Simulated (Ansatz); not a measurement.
Consider the ligand exchange at the Si–C bond: `[SiH3]C1BN1` + `C=C(F)S` → `C=C(F)S[SiH3]` + `B1CN1`.

Gas-phase electronic energies from Ansatz, PBE0-D4/def2-TZVP geometries. CBS: MP2 limit from def2 TZ/QZ plus the TZ coupled-cluster correction, frozen cores. This one scheme is used for every species. One conformer a species, not always the lowest.

```json
{"species": "`[SiH3]C1BN1`", "CCSD(T)/def2-TZVPP energy (Eh)": "-410.10969"}
{"species": "`C=C(F)S`", "CCSD(T)/def2-TZVPP energy (Eh)": "-575.30870"}
{"species": "`C=C(F)S[SiH3]`", "CCSD(T)/def2-TZVPP energy (Eh)": "-865.58510"}
{"species": "`B1CN1`", "CCSD(T)/def2-TZVPP energy (Eh)": "-119.85731"}
```

**Question.** Work out ΔE.

**Answer.** ΔE = (-865.58510) + (-119.85731) − (-410.10969) − (-575.30870) = -0.02402 Eh = -63.1 kJ/mol. CCSD(T)/CBS gives -64.7 kJ/mol.

Largest T1 diagnostic among the species: 0.014.
